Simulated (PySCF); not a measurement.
[Pr(OH)4]− relaxed at several levels

Computed with PySCF 2.14.0, def2-SVP on the ligands, density fitting, scalar-relativistic core potentials, no spin-orbit coupling, vacuum. Each row is relaxed at its own level from the same template. Distances are means of the shortest metal–ligand contacts, charges and spins Mulliken's; removal energies are rigid, with the ligand's formal charge and no counterpoise, so too large; for an anion taken off a cation in vacuum most of it is the attraction of opposite charges, and multiply charged cations can part far more cheaply with an electron moved from ligand to metal. lcecp potentials hold a fixed number of 4f electrons in the core, out of states, spins and gaps.

| level | basis on the metal | point group | M–OH (Å) | charge on M (e) | removal of one OH (eV) | strongest infrared band, degenerate modes summed (cm⁻¹) | unstable modes (below −25 cm⁻¹) |
| --- | --- | --- | --- | --- | --- | --- | --- |
| TPSS | lcecp-1-SVP with ECP48 | S4 | 2.215 | 0.74 | 5.40 | – | not given |

What does the calculation give for PBE0, lcecp-1-SVP with ECP48?

point group: S4, nearly Td, M–OH (Å): 2.206, charge on M (e): 0.87, removal of one OH (eV): 5.41, strongest infrared band, degenerate modes summed (cm⁻¹): 239, unstable modes (below −25 cm⁻¹): 0.
```xyz
9

Pr    0.0000    0.0000    0.0000
O     1.4009    1.1309    1.2743
H     1.9779    1.6683    1.8129
O    -1.4009   -1.1309    1.2743
H    -1.9779   -1.6683    1.8129
O     1.1309   -1.4009   -1.2743
H     1.6683   -1.9779   -1.8129
O    -1.1309    1.4009   -1.2743
H    -1.6683    1.9779   -1.8129
```

One start shape was tried for each, so a minimum needn't be the lowest isomer.
